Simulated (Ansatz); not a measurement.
## Relaxing a trial structure of C5H8AlN

The starting geometry of this gas-phase singlet was optimised with GFN2-xTB; its bonds are those of `C=C[CH2][AlH][CH2]C#N`.

```yaml
atoms:
  - { symbol: C, position_ang: [1.0544, -1.9293, 1.9804] }
  - { symbol: C, position_ang: [0.1499, -1.9089, 1.0106] }
  - { symbol: C, position_ang: [-0.1172, -0.7374, 0.1191] }
  - { symbol: C, position_ang: [-1.3530, 0.6298, 3.0988] }
  - { symbol: C, position_ang: [-0.1048, 1.3309, 3.0710] }
  - { symbol: Al, position_ang: [-1.5361, 0.2647, 1.1183] }
  - { symbol: N, position_ang: [0.8946, 1.8897, 2.9932] }
  - { symbol: H, position_ang: [1.6979, -1.0849, 2.1677] }
  - { symbol: H, position_ang: [1.2005, -2.7958, 2.6032] }
  - { symbol: H, position_ang: [-0.4756, -2.7804, 0.8437] }
  - { symbol: H, position_ang: [0.7952, -0.1335, 0.0242] }
  - { symbol: H, position_ang: [-0.4052, -1.0700, -0.8842] }
  - { symbol: H, position_ang: [-2.7939, 0.8529, 0.4467] }
  - { symbol: H, position_ang: [-2.1245, 1.2917, 3.5114] }
  - { symbol: H, position_ang: [-1.2498, -0.2385, 3.7602] }
```

**Question.** Predict what becomes of its bonds when it is optimised with r2SCAN-D4/def2-SVP.

**Answer.** New bonds form, giving a structure given below by its coordinates. Contacts that close: C1–Al6 (3.50 → 2.15 Å), C2–Al6 (2.75 → 2.14 Å).

The energy falls by 0.56 eV over 29 steps:

```
step  E − E(last) (eV)
   1             0.561
   4             0.399
   7             0.396
  10             0.393
  13             0.353
  17             0.211
  20             0.071
  23             0.009
  26             0.000
  29             0.000
```

Final geometry (Å):

```xyz
15

C     0.3941   -1.9371    2.0176
C     0.2147   -1.6986    0.6365
C     0.0606   -0.4094    0.0784
C    -1.1029    0.9158    2.9238
C     0.2729    1.3270    3.0075
Al   -1.3178   -0.6669    1.7110
N     1.4129    1.5782    3.0057
H     0.9899   -1.2186    2.6011
H     0.3824   -2.9660    2.3846
H    -0.1575   -2.5430    0.0358
H     0.6320    0.4229    0.5165
H    -0.1954   -0.3157   -0.9795
H    -2.7415   -1.3026    1.4554
H    -1.7272    1.7435    2.5442
H    -1.4848    0.6517    3.9255
```

The end wasn't checked by frequencies. Run with Ansatz 0.2.0, 3.7 min on 2 threads of AMD EPYC (Zen 3), on a shared host.
